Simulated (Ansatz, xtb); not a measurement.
Potential energy curve for BrLi, singlet.

- RKS-BLYP = restricted BLYP/cc-pVDZ (Ansatz, a quantum-chemistry and plane-wave program)
- GFN1-xTB (xtb)
- UCCSDT(Q) = CCSDT(Q) on UHF/cc-pVDZ, cores with 3d frozen (Ansatz)

Energies are in kcal/mol, each relative to the lowest point of its own curve between 1.80 and 2.78 Å, where full CI is lowest.

```json
[
 {"R / Å": "1.80", "RKS-BLYP": "24.2", "GFN1-xTB": "38.4", "UCCSDT(Q)": "27.3"},
 {"R / Å": "1.95", "RKS-BLYP": "7.9", "GFN1-xTB": "9.2", "UCCSDT(Q)": "9.5"},
 {"R / Å": "2.08", "RKS-BLYP": "…", "GFN1-xTB": "…", "UCCSDT(Q)": "2.4"},
 {"R / Å": "2.17", "RKS-BLYP": "0.1", "GFN1-xTB": "0.0", "UCCSDT(Q)": "0.4"},
 {"R / Å": "2.24", "RKS-BLYP": "0.0", "GFN1-xTB": "1.0", "UCCSDT(Q)": "0.0"},
 {"R / Å": "2.38", "RKS-BLYP": "1.8", "GFN1-xTB": "5.4", "UCCSDT(Q)": "…"},
 {"R / Å": "2.42", "RKS-BLYP": "2.7", "GFN1-xTB": "7.0", "UCCSDT(Q)": "2.3"},
 {"R / Å": "2.50", "RKS-BLYP": "4.9", "GFN1-xTB": "10.6", "UCCSDT(Q)": "4.4"},
 {"R / Å": "2.59", "RKS-BLYP": "7.7", "GFN1-xTB": "15.0", "UCCSDT(Q)": "7.2"},
 {"R / Å": "2.69", "RKS-BLYP": "11.2", "GFN1-xTB": "…", "UCCSDT(Q)": "10.7"},
 {"R / Å": "2.78", "RKS-BLYP": "14.5", "GFN1-xTB": "—", "UCCSDT(Q)": "14.1"},
 {"R / Å": "2.94", "RKS-BLYP": "20.5", "GFN1-xTB": "—", "UCCSDT(Q)": "20.5"},
 {"R / Å": "3.13", "RKS-BLYP": "27.6", "GFN1-xTB": "—", "UCCSDT(Q)": "28.2"},
 {"R / Å": "3.34", "RKS-BLYP": "35.0", "GFN1-xTB": "—", "UCCSDT(Q)": "36.5"},
 {"R / Å": "3.62", "RKS-BLYP": "43.8", "GFN1-xTB": "—", "UCCSDT(Q)": "46.7"},
 {"R / Å": "4.00", "RKS-BLYP": "53.7", "GFN1-xTB": "—", "UCCSDT(Q)": "58.8"},
 {"R / Å": "4.40", "RKS-BLYP": "61.6", "GFN1-xTB": "—", "UCCSDT(Q)": "69.5"},
 {"R / Å": "4.93", "RKS-BLYP": "69.0", "GFN1-xTB": "—", "UCCSDT(Q)": "80.5"},
 {"R / Å": "5.47", "RKS-BLYP": "74.0", "GFN1-xTB": "—", "UCCSDT(Q)": "—"},
 {"R / Å": "6.19", "RKS-BLYP": "…", "GFN1-xTB": "—", "UCCSDT(Q)": "—"},
 {"R / Å": "7.26", "RKS-BLYP": "…", "GFN1-xTB": "—", "UCCSDT(Q)": "—"},
 {"R / Å": "8.51", "RKS-BLYP": "83.4", "GFN1-xTB": "—", "UCCSDT(Q)": "—"}
]
```

Task: Fill in the missing entries.

Result: 
- 2.08, RKS-BLYP: 1.7
- 2.08, GFN1-xTB: 0.9
- 2.38, UCCSDT(Q): 1.5
- 2.69, GFN1-xTB: 20.0
- 6.19, RKS-BLYP: 78.1
- 7.26, RKS-BLYP: 81.5

A dash means that the run gave no value there, or that the column was ended at a point which the program doubted or which failed a test of continuity chosen for this set; such a test can also cut sound points.

The restricted form behind RKS-BLYP keeps the bonding electrons paired and can't separate into open-shell fragments. The unrestricted determinant behind UCCSDT(Q) is spin-contaminated at 4.93 to 8.51 Å (<S²> up to 1.0, against 0.00 for a pure singlet).
